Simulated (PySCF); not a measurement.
C2H9GeNO, SMILES CC[O][GeH2][NH2]. The structure is a stationary point at PBE0-D3(BJ)/def2-SVP. The values are those of a single conformer.

Computed equilibrium geometry at PBE0-D3(BJ)/def2-SVP (PySCF confirms it by a frequency run) as Cartesian coordinates in Å (one conformer of several):
```xyz
14

Ge     0.9920    -0.3029    -0.0484
N      1.3541     1.4149     0.4407
O     -0.7521    -0.5879     0.1608
C     -1.6787     0.2651    -0.4670
C     -3.0579    -0.0054     0.0895
H      1.3860    -0.4202    -1.5349
H      1.6182    -1.3818     0.8474
H      1.5013     1.6116     1.4246
H      2.0157     1.9311    -0.1286
H     -1.4048     1.3258    -0.3067
H     -1.6783     0.0990    -1.5643
H     -3.8103     0.6362    -0.3945
H     -3.0781     0.1872     1.1727
H     -3.3379    -1.0570    -0.0728
```
